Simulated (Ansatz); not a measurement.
Ansatz (an electronic-structure program) input (MP2/3-21G): The .json file is the Basis Set Exchange's 3-21G.

Ansatz 0.2 input:
```yaml
crystal:
  periodic: [false, false, false]
  atoms:
    - {symbol: Se, position_ang: [-0.21568477, 0.07062466, 0.20484246]}
    - {symbol: H, position_ang: [-1.33018741, 0.14921132, -0.80206186]}
    - {symbol: O, position_ang: [1.08293369, -0.31880620, -0.77032271]}
basis:
  gaussian:
    orbitals: 3-21G.json
magnetization: {spin_polarized: true, initial_magnetization: 1}
correlation: {method: mp2, electrons: outside_noble_gas}
```

Output:

```
Functional definition: HF
integrals: 0.00 GiB planned
306 factors; integrals over basis functions are off by at most 7.3e-4 eV
mean field: 0.09 GiB planned
mean field evaluation 1: about -67029.5835 eV, gradient 2.5e1 eV
mean field evaluation 2: about -67029.6293 eV, gradient 2.5e1 eV
mean field evaluation 4: about -67033.0793 eV, gradient 3.6e0 eV
mean field evaluation 8: about -67033.7198 eV, gradient 6.2e-1 eV
mean field evaluation 16: about -67033.7211 eV, gradient 3.2e-5 eV
mean field evaluation 32: about -67032.8173 eV, gradient 6.5e-1 eV
mean field evaluation 64: about -67032.7307 eV, gradient 2.3e-3 eV
mean field -67033.72113007 eV, -2463.4438144420 hartree, gradient 1.6e-6 eV, S^2 0.758546; 7 other end points of the search recorded, 0 dependent functions left out
15 core orbitals not correlated
reference -67033.72113007 eV, -2463.4438144420 hartree; 7, 6 occupied and 12, 13 virtual orbitals, 306 factors
second order -3.86284092 eV of doubles, -0.00000000 eV of singles
Total energy: -67037.58397099 eV, -2463.5857712274 hartree
```

The geometry given is a B3LYP-D3(BJ)/def2-TZVP minimum.
